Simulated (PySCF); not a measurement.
Two species compared at the same levels of theory.

First species: C5H5ClN2S.
Numbering: `[Cl:1][c:2]1[n:3][n:4][c:5]([CH:6]2[CH2:7][CH2:8]2)[s:9]1` (hydrogens: H10 on C6; H11, H12 on C7; H13, H14 on C8)

Geometry (GFN2-xTB, Å), atoms numbered from 1 in this order:
```xyz
14
C5H5ClN2S angstrom
Cl     4.221   -1.047   -1.227
C      2.805   -0.306   -0.697
N      2.757    0.855   -0.150
N      1.536    1.234    0.178
C      0.609    0.385   -0.102
C     -0.802    0.605    0.164
C     -1.685   -0.555    0.559
C     -1.838    0.059   -0.789
S      1.230   -1.080   -0.858
H     -0.986    1.567    0.624
H     -1.224   -1.528    0.630
H     -2.442   -0.370    1.304
H     -2.701    0.673   -0.988
H     -1.481   -0.492   -1.646
```

Second species: transoidal hexafluoroacetone imine, C3HF6N.
Numbering: `[NH:1]=[C:2]([C:3]([F:4])([F:5])[F:6])[C:7]([F:8])([F:9])[F:10]` (hydrogens: H11 on N1)

Levels: B3LYP/def2-SVPD for dipole moment, HOMO energy, LUMO energy, HOMO–LUMO gap, static isotropic polarisability and electronic spatial extent ⟨r²⟩ about the centre of nuclear charge; TDDFT B3LYP/def2-SVPD for lowest singlet excitation; TDA B3LYP/def2-SVPD for lowest triplet excitation (Tamm–Dancoff); GFN2-xTB for rotational constant A and rotational constant C. Geometries: GFN2-xTB. Each species is one conformer at its optimised geometry, gas phase, non-relativistic unless stated; the electronic structure was computed with PySCF and density fitting.

Dipoles, sizes and rotational constants follow the conformer. The torsions of the flexible species, by atom-mapped SMILES:
- `[Cl:1][c:2]1[n:3][n:4][c:5]([CH:6]2[CH2:7][CH2:8]2)[s:9]1`: N4–C5–C6–C7 -145°
- `[NH:1]=[C:2]([C:3]([F:4])([F:5])[F:6])[C:7]([F:8])([F:9])[F:10]`: N1–C2–C3–F4 -2°, N1–C2–C7–F8 118°

Values for the first species:

| Quantity | Value |
| --- | --- |
| Dipole moment | 4.01 D |
| HOMO energy | -7.28 eV |
| LUMO energy | -1.63 eV |
| HOMO–LUMO gap | 5.65 eV |
| Lowest singlet excitation | 4.50 eV |
| Lowest triplet excitation (Tamm–Dancoff) | 3.74 eV |
| Static isotropic polarisability | 103.5 au |
| Electronic spatial extent ⟨r²⟩ about the centre of nuclear charge | 1784 bohr² |
| Rotational constant A | 3.682 GHz |
| Rotational constant C | 0.600 GHz |

Problem. Estimate the same properties for the second species, and the change in each.

Solution. 
```tsv
property	first	second	second less first
dipole moment	4.01 D	1.85 D	-2.16 D
HOMO energy	-7.28 eV	-9.01 eV	-1.73 eV
LUMO energy	-1.63 eV	-2.57 eV	-0.94 eV
HOMO–LUMO gap	5.65 eV	6.44 eV	+0.79 eV
lowest singlet excitation	4.50 eV	4.82 eV	+0.32 eV
lowest triplet excitation (Tamm–Dancoff)	3.74 eV	3.92 eV	+0.18 eV
static isotropic polarisability	103.5 au	49.2 au	-54.3 au
electronic spatial extent ⟨r²⟩ about the centre of nuclear charge	1784 bohr²	1209 bohr²	-575 bohr²
rotational constant A	3.682 GHz	2.171 GHz	-1.511 GHz
rotational constant C	0.600 GHz	0.933 GHz	+0.333 GHz
```

On the first: The polarisability is 15.34 Å³ as a volume (1 au = 0.148185 Å³), or 1.26 au for each of the 82 electrons. The principal polarisabilities are 70.9, 94.9 and 144.7 au; their mean is the isotropic value.

On the second: The vertical singlet–triplet gap S1 − T1 is 0.90 eV (TDDFT singlet less Tamm–Dancoff triplet; S1: HOMO→LUMO, weight 0.99; T1: HOMO→LUMO, weight 0.98). S1 lies 1.62 eV below the HOMO–LUMO gap; its leading configuration is HOMO→LUMO, weight 0.99.
